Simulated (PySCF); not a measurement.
## Krypton: a sound run and one with changed settings

Sound run: Kr⁺ [Ar] 3d10 4s2 4p5, Kr²⁺ [Ar] 3d10 4s2 4p4. All numbers are calculated (PySCF 2.14, a scalar-relativistic core potential, in cc-pVDZ-PP with ECP10MDF (4s3p2d, 23 functions)). In the sound run the correlated levels freeze 3s2 3p6 3d10 outside the core potential. The sound run starts from symmetry-adapted Hartree-Fock orbitals and uses a fine grid where one is needed.

Changed run: initial guess atom, at most 50 SCF cycles, level shift 0.1 hartree.

| species | method | sound run (hartree) | changed run (hartree) | converged |
| --- | --- | --- | --- | --- |
| Kr⁺ | UHF | -461.69600 | -461.69600 | yes |
| Kr⁺ | B3LYP | -463.10673 | -463.10673 | yes |
| Kr⁺ | LDA | -462.39513 | -462.39513 | yes |
| Kr⁺ | MP2 | -461.78913 | -461.78290 | yes |
| Kr⁺ | CCSD(T) | -461.80369 | -461.80369 | yes |
| Kr²⁺ | UHF | -460.84097 | -460.84097 | yes |
| Kr²⁺ | B3LYP | -462.20845 | -462.20845 | yes |
| Kr²⁺ | LDA | -461.49220 | -461.49220 | yes |
| Kr²⁺ | MP2 | -460.91384 | -460.90893 | yes |
| Kr²⁺ | CCSD(T) | -460.92972 | -460.92972 | yes |

Ionisation energy of Kr⁺:

```json
{"method": "UHF", "sound run (eV)": "23.267", "changed run (eV)": "23.267"}
{"method": "B3LYP", "sound run (eV)": "24.444", "changed run (eV)": "24.444"}
{"method": "LDA", "sound run (eV)": "24.570", "changed run (eV)": "24.570"}
{"method": "MP2", "sound run (eV)": "23.818", "changed run (eV)": "23.782"}
{"method": "SCS-MP2", "sound run (eV)": "23.788", "changed run (eV)": "23.755"}
{"method": "CCSD", "sound run (eV)": "23.779", "changed run (eV)": "23.779"}
{"method": "CCSD(T)", "sound run (eV)": "23.782", "changed run (eV)": "23.782"}
```

A level shift leaves the converged SCF energy unchanged but raises the virtual orbital energies, which shrinks MP2 if it is not removed.

For comparison, NIST gives 24.360 eV between the lowest levels.
